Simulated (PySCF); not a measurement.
C2H7BO3, SMILES OCCB(O)O, GFN2-xTB optimised geometry.

```
13

O      0.87     1.82     0.19
C      1.35     0.68    -0.51
C      0.75    -0.63     0.00
B     -0.86    -0.63     0.00
O     -1.59     0.51     0.00
O     -1.50    -1.82     0.02
H      1.10     1.71     1.12
H      2.45     0.66    -0.46
H      1.07     0.85    -1.55
H      1.13    -1.45    -0.61
H      1.11    -0.81     1.02
H     -1.06     1.32    -0.02
H     -2.45    -1.74     0.03
```

Density from PySCF 2.14.0 with PBE0/def2-TZVP at that geometry.

Minimum of the electron density along straight lines between bonded atoms, close to the bond critical point (lines longer than 1.1 times the sum of covalent radii, or with two minima, are not listed):

```json
[
 {"bond": "O1–C2", "length / Å": "1.419", "ρ at the minimum / e bohr⁻³": "0.257", "∇²ρ there / e bohr⁻⁵": "-0.55", "position (fraction from the first atom)": "0.65"},
 {"bond": "C2–C3", "length / Å": "1.531", "ρ at the minimum / e bohr⁻³": "0.246", "∇²ρ there / e bohr⁻⁵": "-0.61", "position (fraction from the first atom)": "0.51"},
 {"bond": "C3–B4", "length / Å": "1.611", "ρ at the minimum / e bohr⁻³": "0.178", "∇²ρ there / e bohr⁻⁵": "-0.35", "position (fraction from the first atom)": "0.67"},
 {"bond": "B4–O5", "length / Å": "1.353", "ρ at the minimum / e bohr⁻³": "0.214", "∇²ρ there / e bohr⁻⁵": "0.97", "position (fraction from the first atom)": "0.33"},
 {"bond": "B4–O6", "length / Å": "1.350", "ρ at the minimum / e bohr⁻³": "0.215", "∇²ρ there / e bohr⁻⁵": "0.99", "position (fraction from the first atom)": "0.33"},
 {"bond": "O1–H7", "length / Å": "0.964", "ρ at the minimum / e bohr⁻³": "0.361", "∇²ρ there / e bohr⁻⁵": "-2.45", "position (fraction from the first atom)": "0.80"},
 {"bond": "C2–H8", "length / Å": "1.099", "ρ at the minimum / e bohr⁻³": "0.282", "∇²ρ there / e bohr⁻⁵": "-0.99", "position (fraction from the first atom)": "0.64"},
 {"bond": "C2–H9", "length / Å": "1.092", "ρ at the minimum / e bohr⁻³": "0.287", "∇²ρ there / e bohr⁻⁵": "-1.02", "position (fraction from the first atom)": "0.65"},
 {"bond": "C3–H10", "length / Å": "1.089", "ρ at the minimum / e bohr⁻³": "0.275", "∇²ρ there / e bohr⁻⁵": "-0.93", "position (fraction from the first atom)": "0.64"},
 {"bond": "C3–H11", "length / Å": "1.094", "ρ at the minimum / e bohr⁻³": "0.271", "∇²ρ there / e bohr⁻⁵": "-0.89", "position (fraction from the first atom)": "0.63"},
 {"bond": "O5–H12", "length / Å": "0.964", "ρ at the minimum / e bohr⁻³": "0.353", "∇²ρ there / e bohr⁻⁵": "-2.47", "position (fraction from the first atom)": "0.82"},
 {"bond": "O6–H13", "length / Å": "0.958", "ρ at the minimum / e bohr⁻³": "0.362", "∇²ρ there / e bohr⁻⁵": "-2.50", "position (fraction from the first atom)": "0.81"}
]
```
